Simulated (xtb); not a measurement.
Nb(S)(OH)(NH2)2 (H5N2NbOS), SMILES [NH2][Nb]([NH2])([OH])=[S], multiplicity 1. All values are semi-empirical tight-binding results from xtb (GFN2-xTB unless named), good for trends rather than for accurate numbers. The structure is a stationary point at GFN2-xTB. The spin state was assumed, not searched. The structure was generated by enumeration; whether it is a known compound was not checked. The values are those of a single conformer.

Optimised geometry:

```xyz
10

Nb    -0.0796    -0.1766     0.2099
S      1.0240     1.1171    -1.2230
O      1.0691    -0.9075     1.4025
H      1.7221    -1.2634     2.0064
N     -1.0255    -1.3503    -1.0615
H     -0.9848    -1.3073    -2.0803
H     -1.5840    -2.1675    -0.8085
N     -1.4303     1.1128     0.8445
H     -1.5294     2.0863     0.5550
H     -2.1072     0.9409     1.5901
```

For metal compounds this method's bond lengths and energies can be far off.

Computed properties:
The point group as xtb finds it comes out as Cs, the orbital gap is 2.23 eV and the zero-point energy is 37.1 kcal/mol. The G − E(el) at 298.15 K (modified RRHO) comes out as 15.5 kcal/mol.

Computed atomic charges and the Wiberg bond orders between heavy atoms:
charges (e) Nb1 0.37, S2 -0.21, O3 -0.47, H4 0.31, N5 -0.37, H6 0.19, H7 0.18, N8 -0.37, H9 0.19, H10 0.18. Bond orders Nb1–S2 2.39, Nb1–O3 1.21, Nb1–N5 1.25, Nb1–N8 1.24.
